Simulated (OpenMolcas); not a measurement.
Ge: from CASSCF to CASPT2

- Program: OpenMolcas 26.06
- Basis: ANO-R2 [6s5p4d3f1g]
- Scalar Hamiltonian: X2C, finite nucleus
- Active space: 4 electrons in 8 orbitals (4s 4p 5s 5p)
- State averaging: 2S+1 = 3 even, 3 roots; 2S+1 = 1 even, 6 roots
- Spin-orbit coupling: state interaction with AMFI integrals over the reference wave functions, term energies averaged over their components

Methods on the same reference wave functions:
A. CASSCF
B. SS-CASPT2, IPEA 0.25 Eh, imaginary shift 0.1 Eh (closed shells correlated: 3d)

Energies in cm-1 above 4s2 4p2 3P0, the measured ground level; measured values from NIST Handbook of Basic Atomic Spectroscopic Data.

```json
{"Level": "4s2 4p2 3P0", "A": "0.0", "B": "0.0", "Measured": "0.0"}
{"Level": "4s2 4p2 3P1", "A": "460", "B": "455", "Measured": "557"}
{"Level": "4s2 4p2 3P2", "A": "1189", "B": "1176", "Measured": "1410"}
{"Level": "4s2 4p2 1D2", "A": "9042", "B": "7680", "Measured": "7125"}
{"Level": "4s2 4p2 1S0", "A": "16003", "B": "17100", "Measured": "16367"}
```

Deviations, from unrounded energies. A percentage is the sum of absolute deviations over the sum of measured energies, with the sign that they share, or ± where signs differ.

```tsv
Against measurement	Levels	A	B
mean absolute deviation (cm-1)	4	650	410
fine structure of the ground term (%)	2	-16.1	-17.1
other terms of the ground configuration (%)	2	±9.7	+5.5
```

B lies closest to measurement on these levels. The largest miss of B in the table is 4s2 4p2 1S0, by +740 cm-1. The ranking rests on the paired levels alone, and a cruder setting can come out closer through cancelling errors.

From A to B the spin-free energies of the other terms of 4s2 4p2 shown, above 3P, scale by factors of 0.83 to 1.07.

The lowest spin-free term lies below A's lowest term by 0.512 hartree in B.

CASPT2 breaks the degeneracy within a term, and the mean is taken; among the terms shown or strongly mixed into the levels shown the widest spread is 32 cm-1 (4s2 4p2 1D, B). Active for correlation alone: 5p 5s; no level in the range computed is led by a configuration that fills them, so any true level of that kind is missing. Without dynamic correlation excited terms often stand tens of per cent too high (terms of higher spin than the ground term too low), and those without a measured partner can miss by more than the paired ones (holds for A). Measured partners are found by configuration, term and J. A level has none where our copy of the source lacks it or the pairing is in doubt (some pairs that miss far off the trend of their configuration count as doubtful), and it then counts in no deviation. Levels of configurations outside the active space are missing.
